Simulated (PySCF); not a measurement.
PySCF input:

```python
from pyscf import gto, scf, dft

mol = gto.M(
    atom='''
    Sn   -0.00000000   -0.00000000   -1.41351307
    I     0.00000000    0.00000000    1.33350289
    ''',
    basis='def2-tzvpd',
    ecp='def2-tzvp',
    charge=0,
    spin=1,
    symmetry='C2v',
    verbose=4,
)

mf = dft.UKS(mol, xc='bp86').density_fit(auxbasis='def2-universal-jkfit')
mf.grids.level = 3
mf.conv_tol = 1e-9
mf.max_cycle = 100
mf.max_memory = 1500
mf.kernel()
if not mf.converged:
    mf = mf.newton()
    mf.kernel(mf.make_rdm1())
mf.analyze()
```

Task: Predict the final energy.

Result: -512.30153 Eh (BP86/def2-TZVPD).
